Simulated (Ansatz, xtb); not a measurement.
Complex: N2 (SMILES N#N) (first 2 atoms) with HI (SMILES I); geometry from B3LYP-D3(BJ)/def2-TZVP, rigid monomers moved along the line of their centres of mass till N2···H4 is 3.00 Å.
(charge 0, multiplicity 1):
```xyz
4

N      0.102     0.110    -1.005
N      0.210     0.119     0.080
I      0.535     0.163     4.679
H      0.450     0.147     3.066
```

Monomers are frozen at their geometry in the pair; levels with a basis set take the counterpoise correction.

Correlated levels freeze the cores. Filled d and f shells under p-block atoms count as core. CBS(a, b) extrapolates the correlation energy as X⁻³ and adds the Hartree–Fock energy of set b.

The values were computed with Ansatz (a program for electronic structure) with Gaussian orbitals; xtb for the GFN methods. Values without a source in brackets are computed. In def2 rows elements past Kr take small-core potentials, without spin–orbit coupling.

Q: What is the computed interaction energy (HF/def2-SVPD)?

A: -9 meV

Q: Predict the interaction energy from GFN-FF.

A: -20 meV

Q: Give the interaction energy at the level CCSD(T)/CBS(def2-TZVPPD, def2-QZVPPD).

A: -29 meV
